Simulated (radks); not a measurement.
Q: Species: Au. Configuration: [Xe] 4f14 5d10 6s1. Calculated with a radial shooting solver on a logarithmic mesh with Libxc functionals: scalar-relativistic Kohn-Sham, SCAN, spin-polarised, spherical densities, finite nucleus; open shells are filled with parallel spins first (spin-orbit coupling, left out, can overturn this in heavy ions); meta-GGA in the generalised Kohn-Sham scheme; Fermi nuclear charge, rms radius 5.4371 fm. Some entries of the table are withheld. Estimate them.

orbital  occ.  eigenvalue (hartree)  <1/r> (bohr^-1)
1s up       1             -2970.828            95.71
1s down     1             -2970.827            95.71
2s up       1             -525.2256            22.47
2s down     1             -525.2253            22.47
2p up       3             -454.0004            19.98
2p down     3             -454.0001            19.98
3s up       1             -124.4328            8.335
3s down     1             -124.4327            8.335
3p up       3             -103.6536            7.597
3p down     3             -103.6534            7.597
3d up       5             -81.39279            7.141
3d down     5             -81.39258            7.141
4s down     1             -27.23737            3.564
4s up       1             -27.23707            3.564
4p down     3             -20.39285            3.222
4p up       3             -20.39259            3.222
4d up       5             -12.13918            2.887
4d down     5             -12.13906            2.887
5s down     1              -4.06308              (1)
5s up       1              -4.05344              (2)
4f up       7              -3.01478            2.462
4f down     7              -3.01383            2.462
5p down     3              -2.25665            1.235
5p up       3              -2.24541            1.236
5d up       5              -0.26096           0.8201
5d down     5              -0.25443           0.8372
6s up       1              -0.24135           0.4477

A: 
(1) 5s down <1/r> (bohr^-1): 1.452
(2) 5s up <1/r> (bohr^-1): 1.455
